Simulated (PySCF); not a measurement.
A GIAO shielding run with PySCF 2.14 (density fitting, non-relativistic, gas phase) on SMILES N[Si]1(O[SiH3])[SiH2][SiH2][SiH2][SiH2]1, H13NOSi6:

```
$ OMP_NUM_THREADS=1 python probes_run.py task.json out

{"job": {"kind": "nmr", "xc": "PBE0", "basis": "pcSseg-1"}, "charge": 0, "multiplicity": 1}
N      1.664994     1.435678    -1.774525
Si     0.622899     0.670516    -0.621163
O      1.558698     0.501283     0.721870
Si     2.814894    -0.098665     1.531524
Si     0.011260    -1.468224    -1.318341
Si    -1.930020    -1.950611    -0.108745
Si    -2.748647     0.048326     0.802094
Si    -1.242245     1.760966     0.279736
H      2.288252     2.164310    -1.460263
H      1.304470     1.662898    -2.686510
H      2.593179     0.358542     2.901180
H      2.771932    -1.557683     1.423495
H      4.051758     0.433801     0.962967
H     -0.291744    -1.481371    -2.760921
H      1.035175    -2.513690    -1.179048
H     -1.671852    -2.926660     0.961989
H     -2.944312    -2.635467    -0.923897
H     -4.101136     0.356941     0.313866
H     -2.959316    -0.075523     2.252599
H     -0.995472     2.671553     1.408444
H     -1.841687     2.660023    -0.726824
```

Hardware: 1 thread of an Arm Neoverse V2, shared host. The job also computes population analyses, field gradients, ring-centre shieldings.

(1) How large is the calculation?

(2) How long does it take, and how much memory does it need?

Results:

(1) 112 electrons, 243 basis functions and 1405 auxiliary functions.

(2) 63 s of wall time, with 13 SCF cycles and 5 response iterations; peak memory 1.2 GiB. Times on a shared host scatter by some tens of per cent.
